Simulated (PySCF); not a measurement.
Several species in one continuum solvent.

Computed with PySCF at PBE0/pcSseg-1, non-relativistic, each on one gas-phase PBE0-D3(BJ)/def2-SVP geometry that isn't relaxed in the solvent. The solvent is an IEF-PCM continuum (van der Waals radii × 1.2). The model holds no explicit solvent molecules, cavitation or dispersion.

**Question.** Order them by E(solvent) − E(gas) in chloroform (ε = 4.711), most negative first (kJ/mol).
A. `[N:1]#[C:2][CH:3]1[CH2:4][CH2:5][CH2:6][CH2:7][CH2:8]1` with C2–C3–C4–C5 69°, C3–C4–C5–C6 55°, C4–C5–C6–C7 -55°, C5–C6–C7–C8 55°
B. `[CH3:1][O:2]/[CH:3]=[CH:4]/[CH2:5]/[CH:6]=[CH:7]\[F:8]` with C1–O2–C3–C4 -1°, C3–C4–C5–C6 -115°, C4–C5–C6–C7 -120°
C. `FC1=NC=CN=C1`

**Answer.** A (-18.2), C (-15.8), B (-13.5).

```json
{"SMILES": "N#CC1CCCCC1", "charge": "0", "ΔE (kJ/mol)": "-18.2", "polarisation term (kJ/mol)": "-21.3", "HOMO shift (eV)": "+0.16", "dipole gas (D)": "4.04", "dipole solvent (D)": "4.95", "atoms": "19"}
{"SMILES": "Fc1cnccn1", "charge": "0", "ΔE (kJ/mol)": "-15.8", "polarisation term (kJ/mol)": "-17.4", "HOMO shift (eV)": "+0.01", "dipole gas (D)": "1.42", "dipole solvent (D)": "1.70", "atoms": "10"}
{"SMILES": "CO/C=C/C/C=C\\F", "charge": "0", "ΔE (kJ/mol)": "-13.5", "polarisation term (kJ/mol)": "-14.5", "HOMO shift (eV)": "+0.01", "dipole gas (D)": "1.36", "dipole solvent (D)": "1.54", "atoms": "17"}
```

The polarisation term is half the interaction of the solute with the induced surface charges.
